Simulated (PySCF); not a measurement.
Be(Et) (C2H5Be), SMILES [Be][CH2]C, multiplicity 2.

Geometry optimised at r2SCAN-D4/def2-TZVP. The multiplicity is an assumed one; other spin states were not compared. The isomer is the one that the SMILES or the coordinates give; other isomers of the formula were not compared.

These are TDA-PBE/def2-SVPD (PySCF) values and carry that method's errors.

Vertical excitations. 

```tsv
state	energy (eV)	λ (nm)	f	main pairs
root 1	2.70	459	0.061	α HOMO→LUMO 98 %
root 2	2.81	441	0.066	α HOMO→LUMO+1 98 %
root 3	4.38	283	0.014	α HOMO→LUMO+2 18 %, β HOMO→LUMO 80 %
root 4	4.65	267	0.139	α HOMO→LUMO+2 81 %, β HOMO→LUMO 16 %
root 5	4.92	252	0.005	α HOMO−1→LUMO 71 %, β HOMO→LUMO+1 26 %
root 6	5.01	247	0.001	α HOMO−1→LUMO+1 65 %, α HOMO→LUMO+3 11 %, β HOMO→LUMO+2 23 %
root 7	5.13	242	0.031	α HOMO→LUMO+3 89 %
root 8	5.18	239	0.017	α HOMO→LUMO+4 87 %
root 9	5.48	226	0.056	α HOMO→LUMO+5 84 %
root 10	5.88	211	0.004	β HOMO−1→LUMO 99 %
```
Unrestricted roots are not spin-pure.
